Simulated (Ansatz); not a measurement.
Reaction (ligand exchange at the Si–C bond): `B[Si](C)(O)F` + HCl → `B[Si](O)(F)Cl` + CH₄

Isolated molecules relaxed with PBE0-D4/def2-TZVP in Ansatz; ΔE leaves out vibrations. CBS: MP2 limit from def2 TZ/QZ plus the TZ coupled-cluster correction, frozen cores. This one scheme is used for every species. DFT in def2-TZVPP. Each species was taken in one conformer, which may not be the lowest.

`B[Si](C)(O)F`:

```xyz
11

B     0.824   -1.305    1.185
Si   -0.457   -0.213    0.083
C     0.383    0.852   -1.190
O    -1.335    0.664    1.161
F    -1.477   -1.147   -0.741
H     0.908   -2.494    1.093
H     1.568   -0.760    1.947
H     1.065    1.562   -0.716
H     0.955    0.246   -1.897
H    -0.357    1.418   -1.764
H    -2.078    1.176    0.838
```

HCl:

Cartesian coordinates in Å:
```
Cl -0.111 0.393 -0.492
H 0.111 -0.393 0.492
```

`B[Si](O)(F)Cl`:

Z-matrix (Å, degrees):
```
Si
O 1 1.624
F 1 1.594 2 108.7
B 1 1.994 2 112.3 3 128.0
Cl 1 2.059 2 111.3 3 -115.6
H 2 0.960 1 119.5 3 51.1
H 4 1.193 1 120.7 2 -150.9
H 4 1.193 1 120.1 2 33.8
```

CH₄:

```xyz
5

C     0.000    0.000    0.000
H     0.672    0.761    0.395
H     0.552   -0.661   -0.667
H    -0.808    0.480   -0.551
H    -0.416   -0.580    0.823
```

Question: Is it downhill or uphill in electronic energy at CCSD(T)/CBS, and by how much? (Estimate.)

Answer: The calculation gave: Downhill: ΔE = -115.1 kJ/mol.

Question: What do these levels give: LDA (SPW92), revPBE-D4, r2SCANh-D4, CAM-B3LYP-D4, ωB97X-V, ωB97M-V, PBE, CAM-B3LYP, CCSD(T)/def2-SVP, CCSD/def2-TZVPP, CCSD(T)/def2-TZVPP, MP2/CBS(def2)? (Best estimate.)

Answer: Ansatz gave: LDA (SPW92) -113.9, revPBE-D4 -117.6, r2SCANh-D4 -121.8, CAM-B3LYP-D4 -117.0, ωB97X-V -116.0, ωB97M-V -117.1, PBE -117.5, CAM-B3LYP -117.0, CCSD(T)/def2-SVP -113.7, CCSD/def2-TZVPP -112.2, CCSD(T)/def2-TZVPP -112.6, MP2/CBS(def2) -120.7 kJ/mol.

Largest T1 diagnostic among the species: 0.011.

Leaving LDA and LC-ωPBE aside and taking each functional with its dispersion term where it has one, the values, not all of them listed here, spread over 8.5 kJ/mol, from B97M-V to ωB97X-V. LDA lies +3.6 kJ/mol from PBE without D4. In def2-TZVPP, CCSD(T) changes the Hartree–Fock value by +10.6 kJ/mol (the triples alone add −0.4 kJ/mol) and MP2 by +5.0 kJ/mol.
